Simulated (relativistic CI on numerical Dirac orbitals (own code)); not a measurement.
**What each ingredient does to the levels of Co15+**

Base calculation: Dirac-Coulomb-Breit CI, separate exchange-only KLI orbitals for each configuration, QED by a radiative potential, unscaled Slater integrals.

Configurations in the expansion (outside the closed core [Ne]): 3s2, 3s 3p, 3p2, 3s 3d, 3d2, 3p 3d, 3p 4s, 3s 4s, 3d 4s, 3s 4p, 3s 4d, 3s 4f, 3s 5s, 3s 5p, 3s 5d, 4s2. Levels of other configurations are missing.

Variants: (1) one mean potential for all configurations. Shifts of the energy above 3s2 1S_0, in cm⁻¹, for the lowest level and the first level of each name with at least 55 % of one term (blank where a level changes its place among those of its configuration and J or its character, or is not in the variant):

```csv
Level,Base,Δ(1)
3s2 1S_0,0,0
3s 3p 3P°_0,247810,+144
3s 3p 3P°_1,254801,+145
3s 3p 3P°_2,272021,+144
3s 3p 1P°_1,381012,+188
3p2 3P_0,592776,+298
3p2 1D_2,598960,+258
3p2 3P_1,605234,+285
3p2 3P_2,625981,+265
3p2 1S_0,712312,+393
3s 3d 3D_1,727958,+145
3s 3d 3D_2,729236,+143
3s 3d 3D_3,731238,+141
3s 3d 1D_2,825121,+191
3p 3d 3F°_2,991957,+387
3p 3d 3F°_3,1003995,+378
3p 3d 1D°_2,1016089,+301
3p 3d 3F°_4,1018083,+360
3p 3d 3D°_1,1053825,+290
3p 3d 3D°_3,1068434,+245
3p 3d 3P°_0,1069867,+349
3p 3d 3P°_1,1070222,+323
```

At this charge energies of transitions that change n are usually good to better than 1 %, and those within a shell (Δn = 0) to a few per cent.

Ionisation energy from the two ground configurations alone: base 508.241 eV. The NIST ASD value (semi-empirical) is 511.96 eV.

LS names give the leading component of a level, which can be under half, so a name can repeat, a term be missing and a line seem to break the LS rules.
